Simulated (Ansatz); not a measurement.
The cluster Al4H7⁻ (the lowest singlet isomer of a short search). Total charge -1; singlet. Geometry PBE0-D4/def2-SVPD, basis def2-TZVPD, Ansatz.

```csv
atom,x (Å),y (Å),z (Å)
Al1,0.3230,0.1026,-0.3757
Al2,-3.1203,-1.3135,2.9942
Al3,-1.1603,-0.8003,1.3858
Al4,2.3614,0.7098,-1.9387
H5,-1.1898,-0.6731,-0.5022
H6,2.9682,2.0577,-1.2736
H7,-1.9369,0.0182,2.7753
H8,1.6582,0.9467,-3.3822
H9,-0.4181,0.8308,1.0042
H10,3.3576,-0.5660,-1.8933
H11,-2.8430,-1.3130,1.2064
```

```json
{"run": "A", "HOMO (eV)": "-1.36", "LUMO (eV)": "0.20"}
{"run": "B", "HOMO (eV)": "-3.35", "LUMO (eV)": "3.12"}
{"run": "C", "HOMO (eV)": "-1.48", "LUMO (eV)": "0.07"}
{"run": "D", "HOMO (eV)": "-1.82", "LUMO (eV)": "0.72"}
{"run": "E", "HOMO (eV)": "-1.53", "LUMO (eV)": "0.18"}
{"run": "F", "HOMO (eV)": "-1.13", "LUMO (eV)": "0.44"}
```

B3LYP takes the VWN-RPA correlation. The structure comes from a short search, and lower isomers may exist.

Problem. The runs used B3LYP, BLYP, HF, LDA (SPW92), PBE, r2SCAN. Estimate which is which.

Solution. A PBE (0 % exact exchange); B HF (100 % exact exchange); C LDA (SPW92) (0 % exact exchange); D B3LYP (20 % exact exchange); E r2SCAN (0 % exact exchange); F BLYP (0 % exact exchange). Exact exchange lowers occupied and raises empty levels; among semilocal functionals meta-GGAs tend to open the gap a little, and such runs are hard to tell apart. The gap grows from 1.54 eV (LDA (SPW92)) to 6.47 eV (HF).
